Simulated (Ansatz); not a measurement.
Reaction (cleavage of the Si–B bond): `NB[SiH2]Cl` + `N=C=O` → `O=C=N[SiH2]Cl` + `BN`

Calculated with Ansatz (gas phase, PBE0-D4/def2-TZVP geometries, no zero-point term in ΔE). CCSD(T)/CBS adds triple-zeta CCSD(T) − MP2 to the extrapolated MP2 energy (def2 sets, frozen cores). This one scheme is used for every species. Functionals use def2-TZVPP. B3LYP here is the variant with VWN-RPA as its local correlation; programs differ in this. Each species was taken in one conformer, which may not be the lowest.

```json
{"level": "PBE-D4", "ΔE (kJ/mol)": "-90.7"}
{"level": "BLYP-D4", "ΔE (kJ/mol)": "-104.2"}
{"level": "B3LYP-D4", "ΔE (kJ/mol)": "-110.5"}
{"level": "r2SCANh-D4", "ΔE (kJ/mol)": "-107.8"}
{"level": "r2SCAN0-D4", "ΔE (kJ/mol)": "-110.6"}
{"level": "CAM-B3LYP-D4", "ΔE (kJ/mol)": "-115.0"}
{"level": "r2SCAN", "ΔE (kJ/mol)": "-105.9"}
{"level": "MP2/CBS(def2)", "ΔE (kJ/mol)": "-119.9"}
```

What does CCSD(T)/CBS give? (Best estimate.)

The calculation gave: -109.8 kJ/mol. The listed levels differ from it by 19.1, 5.6, -0.7, 2.0, -0.8, -5.2, 3.9, -10.1 kJ/mol.

What do rigid-rotor, harmonic-oscillator terms from PBE0-D4/def2-TZVP frequencies (298.15 K, 1 bar) make of the CCSD(T)/CBS value? (Estimate.)

Computed: ΔZPE = +0.7 kJ/mol, ΔH = -109.4 kJ/mol, ΔS = 3 J/(mol·K), ΔG = -110.4 kJ/mol. Modes under 50 cm⁻¹ make the entropy rough.

Largest T1 diagnostic among the species: 0.018.

From r2SCAN to r2SCAN0 (25 % exact exchange), in def2-TZVPP and without D4, ΔE moves by −4.8 kJ/mol. At CCSD(T), def2-SVP lies +4.5 kJ/mol from the extrapolated value and def2-TZVPP +0.4 kJ/mol. Leaving LDA and LC-ωPBE aside and taking each functional with its dispersion term where it has one, the values, not all of them listed here, spread over 30.3 kJ/mol, from BHLYP-D4 to PBE-D4.
